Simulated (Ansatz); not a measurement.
`CC(O)([SiH3])Cl` + H₂ → `OC([SiH3])Cl` + CH₄ at 600 K and 1 bar (hydrogenolysis of a C–C bond).

Computed with Ansatz on PBE0-D4/def2-TZVP structures; ΔE is electronic, products minus reactants. CCSD(T)/CBS is the MP2 limit (def2-TZVPP, def2-QZVPP) plus CCSD(T) − MP2 in def2-TZVPP, frozen cores. This one scheme is used for every species. One conformer a species, not always the lowest.

```json
{"species": "`CC(O)([SiH3])Cl`", "CCSD(T)/CBS energy (Eh)": "-904.34029", "H − E (kJ/mol)": "291.8", "S (J/(mol·K))": "450.6"}
{"species": "H₂", "CCSD(T)/CBS energy (Eh)": "-1.17544", "H − E (kJ/mol)": "43.9", "S (J/(mol·K))": "150.8"}
{"species": "`OC([SiH3])Cl`", "CCSD(T)/CBS energy (Eh)": "-865.07237", "H − E (kJ/mol)": "205.4", "S (J/(mol·K))": "402.3"}
{"species": "CH₄", "CCSD(T)/CBS energy (Eh)": "-40.46206", "H − E (kJ/mol)": "140.4", "S (J/(mol·K))": "215.7"}
```

H − E and S are ideal-gas, rigid-rotor, harmonic terms from PBE0-D4/def2-TZVP, for one conformer and one mirror image of each species. For small species the MP2-based limit differs from directly extrapolated CCSD(T) by up to some mEh (0.8 for H₂); such offsets cancel only in part. 1 Eh = 2625.50 kJ/mol, R = 8.31446 J/(mol·K).

**Question.** By hand: ΔE, ΔH, ΔS and ΔG.

**Answer.** ΔE = (-865.07237) + (-40.46206) − (-904.34029) − (-1.17544) = -0.01870 Eh = -49.1 kJ/mol. Δ(H − E) = 205.4 + 140.4 − 291.8 − 43.9 = 10.1, so ΔH = -39.0 kJ/mol. ΔS = 402.3 + 215.7 − 450.6 − 150.8 = 16.6 J/(mol·K). ΔG = -39.0 − 600 × (16.6)/1000 = -49.0 kJ/mol.

**Question.** By hand: the equilibrium constant, and the temperature at which ΔG would vanish if ΔH and ΔS stayed fixed.

**Answer.** log₁₀ K = −ΔG/(RT ln 10) = 4.3. ΔH and −TΔS have one sign here, so there is no such temperature.

ΔH outweighs TΔS. A doubt of 5 kJ/mol in ΔE shifts log₁₀ K by 0.4 here. Other conformers and mirror images would add mixing entropy, several J/(mol·K) or more a flexible species. These are equilibria of isolated gas molecules and say nothing of rates. Largest T1 diagnostic: 0.011 (customary marks: 0.02 for closed shells, 0.045 for open ones).
